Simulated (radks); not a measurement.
Results of a calculation; reference values are marked as such.
Question: Ionisation of the terbium ion Tb+, [Xe] 4f9 6s1, to [Xe] 4f9 as the strength of local exchange is varied. Level of theory: scalar-relativistic Kohn-Sham, Slater X-alpha exchange (alpha = 2/3 is LDA exchange), no correlation, spin-polarised, spherical densities, finite nucleus; open shells are filled with parallel spins first (spin-orbit coupling, left out, can overturn this in heavy ions); Fermi nuclear charge, rms radius 5.06 fm (a radial shooting solver on a logarithmic mesh with Libxc functionals).

| alpha | E(Tb+) (hartree) | exchange (hartree) | IE (eV) | -e of the level emptied (eV) | <r> of it (bohr) |
|---|---|---|---|---|---|
| 0.609 | -11672.8301 | -220.3154 | 10.999 | 8.397 (6s) | 3.803 |
| 0.91 | -11782.6988 | -332.5534 | 12.730 | 10.275 (6s) | 3.558 |
| 1.009 | -11819.0767 | -369.9385 | 13.339 | 10.943 (6s) | 3.483 |
| 1.029 | -11826.4401 | -377.5191 | 13.464 | 11.081 (6s) | 3.468 |
| 1.041 | -11830.8606 | -382.0720 | 13.540 | 11.164 (6s) | 3.459 |
| ? | -11693.9142 | -241.7747 | 11.317 | 8.738 (6s) | 3.754 |

Which alpha was used in the last row?

Answer: alpha = 0.667. NIST Atomic Spectra Database: 11.51 eV (semi-empirical). The Delta-SCF value meets it near alpha = 0.70. Open shells are spherical and high-spin; term and fine-structure splittings are not resolved. Spin-orbit splitting is averaged out at the scalar-relativistic level.
